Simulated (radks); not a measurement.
Results of a calculation; reference values are marked as such.
Radial electron density D(r) = 4 pi r^2 rho(r) of an atom or ion with 9 electrons. Level of theory: non-relativistic Kohn-Sham, TPSS, spin-polarised, spherical densities, point nucleus; meta-GGA in the generalised Kohn-Sham scheme (a radial shooting solver on a logarithmic mesh with Libxc functionals).

```
   r/bohr * D(r) (the largest magnitude, 17, reaches the edge; | marks zero)
 0.003731 |*
 0.004207 |*
 0.004705 | *
 0.005263 | *
 0.005934 |  *
 0.006637 |  *
 0.007423 |   *
  0.00837 |    *
 0.009362 |     *
  0.01047 |      *
  0.01171 |        *
  0.01321 |         *
  0.01477 |           *
  0.01652 |              *
  0.01863 |                 *
  0.02083 |                    *
   0.0233 |                       *
  0.02628 |                           *
  0.02939 |                               *
  0.03287 |                                   *
  0.03706 |                                       *
  0.04146 |                                           *
  0.04637 |                                               *
  0.05228 |                                                  *
  0.05848 |                                                     *
  0.06541 |                                                      *
  0.07375 |                                                      *
  0.08249 |                                                     *
  0.09226 |                                                  *
    0.104 |                                               *
   0.1164 |                                           *
   0.1301 |                                       *
   0.1456 |                                   *
   0.1641 |                                 *
   0.1836 |                                *
   0.2053 |                                 *
   0.2315 |                                   *
    0.259 |                                      *
   0.2896 |                                          *
   0.3266 |                                             *
   0.3653 |                                              *
   0.4086 |                                            *
   0.4606 |                                         *
   0.5152 |                                    *
   0.5763 |                             *
   0.6498 |                     *
   0.7268 |               *
   0.8129 |         *
   0.9166 |     *
    1.025 |  *
    1.147 |*
    1.293 |*
    1.446 *
    1.617 *
    1.809 *
     2.04 *
    2.282 *
```

What is the nuclear charge?

Answer. Z = 15. The innermost maximum, from 1s, lies near 1/Z = 0.0667 bohr (found: 0.0697), and its height grows with Z. The density is that of the phosphorus ion P6+ in [He] 2s2 2p5; the configuration itself is not fixed sharply by these data, and Z only to about a unit. D(r) has 2 maxima, at r = 0.0697, 0.365 bohr, and minima at 0.184 bohr, inside which lie 2.20 electrons.
